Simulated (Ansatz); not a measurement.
Total energies of SnH3(NHEt) (C₂H₉NSn) from Ansatz at PBE0-D4/def2-TZVP, gas phase (1 Eh = 27.2114 eV = 2625.5 kJ/mol). The reference geometry is relaxed at PBE-D4/def2-SVP.

```csv
state,geometry,energy (Eh)
charge 0 singlet,reference,-350.54408
charge 1 doublet,reference,-350.23584
charge 1 doublet,relaxed at PBE-D4/def2-SVP,-350.25791
free Sn atom (triplet),–,-214.25870
free H atom (doublet),–,-0.50104
free N atom (quartet),–,-54.54382
free C atom (triplet),–,-37.80537
```

In the def2 sets Sn takes a core potential; there is no spin–orbit coupling.

Problem. Work out the vertical ionisation energy to the doublet.

Solution. E(charge 1 doublet) − E(charge 0 singlet) = -350.23584 − (-350.54408) = 0.30824 Eh = 8.39 eV. For comparison, −ε of the highest occupied level is 6.50 eV at this level, 1.89 eV less.

Problem. How much does the charge 1 doublet relax, and what is the adiabatic ionisation energy?

Solution. Relaxation: -350.23584 − (-350.25791) = 0.02207 Eh = 0.60 eV. Adiabatic ionisation energy: 0.28617 Eh = 7.79 eV, without zero-point energy. 

Problem. What is the binding energy per atom against free atoms?

Solution. Atoms: 1 × (-214.25870) + 9 × (-0.50104) + 1 × (-54.54382) + 2 × (-37.80537) = -348.92262 Eh. Binding: -348.92262 − (-350.54408) = 1.62146 Eh = 44.12 eV, or 3.39 eV for each of 13 atoms (no zero-point energy, no counterpoise term).
